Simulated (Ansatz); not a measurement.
Cost and result up the ladder for Si₅O₁₄H₈, a hydroxylated oxide cluster (27 atoms). The state is a singlet with charge 0. Geometry: PBE-D4/def2-SVP.

| atom | x (Å) | y (Å) | z (Å) |
| --- | --- | --- | --- |
| Si1 | -1.3634 | -1.4817 | -0.3309 |
| Si2 | 0.8904 | -1.9030 | 0.3652 |
| Si3 | -3.2680 | -0.1996 | -1.0510 |
| Si4 | 3.1642 | -1.5316 | 1.0449 |
| Si5 | 0.2600 | 2.2558 | -0.0165 |
| O6 | 3.9290 | -0.2479 | 0.3894 |
| O7 | 1.6768 | 1.4459 | 0.3994 |
| O8 | 4.1904 | -2.3040 | 2.0618 |
| O9 | 2.3394 | -2.6259 | -0.0329 |
| O10 | 0.6709 | 3.8481 | -0.1598 |
| O11 | -0.2862 | 1.6509 | -1.5068 |
| O12 | 1.6009 | -1.0386 | 1.6319 |
| O13 | -0.8973 | 2.0338 | 1.1412 |
| O14 | 0.1719 | -0.9539 | -0.8486 |
| O15 | -0.6220 | -2.6214 | 0.6828 |
| O16 | -2.4908 | -1.6854 | -1.5396 |
| O17 | -2.2806 | -0.2533 | 0.3871 |
| O18 | -2.9381 | 1.1222 | -1.9387 |
| O19 | -4.8894 | -0.3352 | -0.8691 |
| H20 | 3.3146 | 0.5027 | 0.1775 |
| H21 | 1.5060 | 0.8603 | 1.1735 |
| H22 | 3.9668 | -3.2274 | 2.2708 |
| H23 | -0.0657 | 4.4541 | -0.3447 |
| H24 | 0.1117 | 0.7586 | -1.6417 |
| H25 | -1.4845 | 1.2502 | 1.0096 |
| H26 | -1.9850 | 1.4302 | -1.8709 |
| H27 | -5.2219 | -1.2037 | -0.5840 |

Ansatz on 2 threads of AMD EPYC 7R13 on a shared host and a share (18 GiB) of an NVIDIA H100 80GB HBM3. Times are rough, and most runs start from the orbitals of an earlier one. r2SCAN0-D4/def2-TZVP serves as the yardstick here, not as an exact answer. Differences are given only for rows in sets of like size (and for xTB, whose basis is part of the method), since another set adds its own error. Binding counts from free atoms at the same level (Si triplet, O triplet, H doublet; other spins of the atoms weren't run), without zero-point energy or a counterpoise term.

Correlated methods freeze 39 core orbitals. The rows differ in basis, and correlated rows in double-zeta sets carry the largest basis error. Single mean-field runs in def2-TZVP are fitted with def2-universal-jkfit. In the singlet geometry the species has come apart into loosely held pieces.

Correlated methods converge slowly with the basis, most of all in double-zeta sets.

| level | functions | wall time |
| --- | --- | --- |
| HF/STO-3G | 123 | 3.8 s |
| PBE-D4/def2-SVP | 326 | 4.3 s |
| PBE0-D4/def2-SVP | 326 | 4.4 s |
| MP2/def2-SVP | 326 | 5.5 s |
| BLYP-D4/def2-TZVP | 667 | 7 s |
| PBE0-D4/def2-TZVP | 667 | 7 s |
| revPBE-D4/def2-TZVP | 667 | 9 s |
| PBE-D4/def2-TZVP | 667 | 9.5 s |
| r2SCAN0-D4/def2-TZVP (with forces) | 667 | 11 s |
| r2SCAN-D4/def2-TZVP (with forces) | 667 | 12 s |

**Question.** Estimate what each level gives for the binding energy per atom (eV).

**Answer.** 
| level | binding energy per atom (eV) | difference from r2SCAN0-D4/def2-TZVP (eV) |
| --- | --- | --- |
| HF/STO-3G | 2.62 | – |
| PBE-D4/def2-SVP | 4.87 | – |
| PBE0-D4/def2-SVP | 4.69 | – |
| MP2/def2-SVP | 4.60 | – |
| BLYP-D4/def2-TZVP | 4.83 | 0.13 |
| PBE0-D4/def2-TZVP | 4.77 | 0.06 |
| revPBE-D4/def2-TZVP | 4.77 | 0.06 |
| PBE-D4/def2-TZVP | 4.93 | 0.22 |
| r2SCAN0-D4/def2-TZVP (with forces) | 4.71 | 0.00 |
| r2SCAN-D4/def2-TZVP (with forces) | 4.86 | 0.15 |
